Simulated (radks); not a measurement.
Values are calculated unless marked as measured or tabulated.
Species: Pt+. Configuration: [Kr] 4d10 4f14 5s1.75 5p6 5d9.25 (fractional occupations, a model configuration).

Code: a radial shooting solver on a logarithmic mesh with Libxc functionals. Model: Dirac Kohn-Sham, PBE, spin-unpolarised, spherical densities, point nucleus; open shells fill j = l - 1/2 first.

Energy parts (hartree):
part                       energy
total                 -18445.5564
kinetic                21112.0066
electron-nucleus      -46363.5473
Hartree                 7162.9516
exchange-correlation    -356.9673

Orbitals (lengths in bohr, moments of r in powers of bohr; r(max) is where P^2 peaks):
orbital,occ.,eigenvalue (hartree),r(max),small-component weight
1s1/2,2,-2878.358,0.01061,8.76e-02
2s1/2,2,-505.5207,0.06142,2.00e-02
2p1/2,2,-484.4509,0.04532,2.01e-02
2p3/2,4,-420.9018,0.05259,1.79e-02
3s1/2,2,-118.9872,0.1728,6.66e-03
3p1/2,2,-109.5465,0.1614,6.61e-03
3p3/2,4,-95.57674,0.1762,5.98e-03
3d3/2,4,-79.88933,0.1374,5.86e-03
3d5/2,6,-76.87904,0.1415,5.69e-03
4s1/2,2,-25.83160,0.3903,2.24e-03
4p1/2,2,-21.82857,0.3889,2.15e-03
4p3/2,4,-18.50169,0.4194,1.91e-03
4d3/2,4,-11.95414,0.4130,1.71e-03
4d5/2,6,-11.33551,0.4225,1.65e-03
5s1/2,1.75,-4.05605,0.8696,5.52e-04
4f5/2,6,-2.97274,0.3828,1.27e-03
4f7/2,8,-2.84571,0.3874,1.24e-03
5p1/2,2,-2.78008,0.9216,4.68e-04
5p3/2,4,-2.23008,1.002,3.95e-04
5d3/2,4,-0.56497,1.234,2.06e-04
5d5/2,5.25,-0.51377,1.276,1.89e-04

The highest occupied level is 5d5/2 at -13.980 eV. The density falls to 0.001 e/bohr^3 at r = 3.84 bohr. Summed over all electrons, <r^2> = 49.07 bohr^2, which gives a Langevin (diamagnetic) susceptibility term of -38.9 x 10^-6 cm^3/mol.
